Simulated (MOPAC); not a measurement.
MOPAC input (PM6):

```
PM6 PRECISE GNORM=0.05 LET XYZ UHF MS=0.5 GEO-OK AUX(PRECISION=9) THREADS=1
H3BN

B    -0.85573650 1   -0.00493450 1   -0.02237294 1
N     0.51584742 1   -0.10079013 1    0.00863416 1
H    -1.47797506 1    1.01043132 1    0.00900960 1
H     1.13550828 1    0.69831676 1    0.06203764 1
H     1.01021735 1   -0.97854462 1   -0.01962167 1
```

From the output:

```
                                                       MOPAC v23.2.5 Linux

          FINAL HEAT OF FORMATION =         27.39859 KCAL/MOL =     114.63569 KJ/MOL

          COSMO AREA              =         68.92 SQUARE ANGSTROMS
          COSMO VOLUME            =         50.60 CUBIC ANGSTROMS

          GRADIENT NORM           =          0.00999          =       0.00447 PER ATOM
          IONIZATION POTENTIAL    =          7.510576 EV
          ALPHA SOMO LUMO (EV)    =         -7.511  1.150
          BETA  SOMO LUMO (EV)    =        -11.297  0.655
          NO. OF ALPHA ELECTRONS  =          6
          NO. OF BETA  ELECTRONS  =          5
          MOLECULAR WEIGHT        =         27.8404         POINT GROUP:  Cs

          MOLECULAR DIMENSIONS (Angstroms)

            Atom       Atom       Distance
            H     5    H     3     3.17491
            H     4    B     1     1.75146
            N     2    B     1     0.00000

          SCF CALCULATIONS        =         14

   ATOM   CHEMICAL          X               Y               Z
  NUMBER   SYMBOL      (ANGSTROMS)     (ANGSTROMS)     (ANGSTROMS)

     1       B         -0.83836237  *   0.01619116  *  -0.02093546  *
     2       N          0.52635558  *  -0.08775731  *   0.00951553  *
     3       H         -1.56581205  *   0.94306816  *   0.00358662  *
     4       H          1.18790198  *   0.66334139  *   0.06175772  *
     5       H          0.94958837  *  -0.99397596  *  -0.02191208  *

                             CARTESIAN COORDINATES

   1    B       -0.838362367     0.016191160    -0.020935457
   2    N        0.526355583    -0.087757312     0.009515533
   3    H       -1.565812054     0.943068163     0.003586622
   4    H        1.187901980     0.663341388     0.061757722
   5    H        0.949588373    -0.993975961    -0.021912084

           Empirical Formula: H3 N B  =     5 atoms

      MOLECULAR POINT GROUP   :   Cs

          ALPHA EIGENVALUES
 -31.07313 -18.13766 -17.78615 -13.29269 -11.16240  -7.51058   1.14951   2.60793
   4.71741   5.86081   6.72284

           BETA EIGENVALUES
 -31.11112 -17.84723 -17.55751 -12.78486 -11.29679   0.65527   1.79199   2.90360
   5.06491   6.22883   7.02831

              NET ATOMIC CHARGES AND DIPOLE CONTRIBUTIONS

  ATOM NO.   TYPE          CHARGE      No. of ELECS.   s-Pop       p-Pop
    1          B          -0.149319        3.1493     1.28125     1.86807
    2          N          -0.404572        5.4046     1.44051     3.96406
    3          H           0.080413        0.9196     0.91959
    4          H           0.229439        0.7706     0.77056
    5          H           0.244040        0.7560     0.75596
 DIPOLE           X         Y         Z       TOTAL
 POINT-CHG.     1.396     0.089     0.040     1.399
 HYBRID         1.010     0.265     0.039     1.045
 SUM            2.406     0.354     0.079     2.433

          ATOMIC ORBITAL ELECTRON POPULATIONS

     Atom    s        px        py        pz
    1  B   1.28125   0.70147   0.78861   0.37798
    2  N   1.44051   1.17639   1.16608   1.62159
    3  H   0.91959
    4  H   0.77056
    5  H   0.75596

                    (SZ)    =    0.500000
                    (S**2)  =    0.756535

          ATOMIC ORBITAL SPIN POPULATIONS

    Atom   Total    s     px     py     pz
         Atomic
    1  B  0.9360  0.271  0.078  0.529  0.058
    2  N -0.0642  0.006 -0.002 -0.011 -0.057
    3  H  0.0658  0.066
    4  H  0.0574  0.057
    5  H  0.0050  0.005

 **********************
 *                    *
 * JOB ENDED NORMALLY *
 *                    *
 **********************

 == MOPAC DONE ==
```

The geometry given is a B3LYP-D3(BJ)/def2-TZVP minimum.
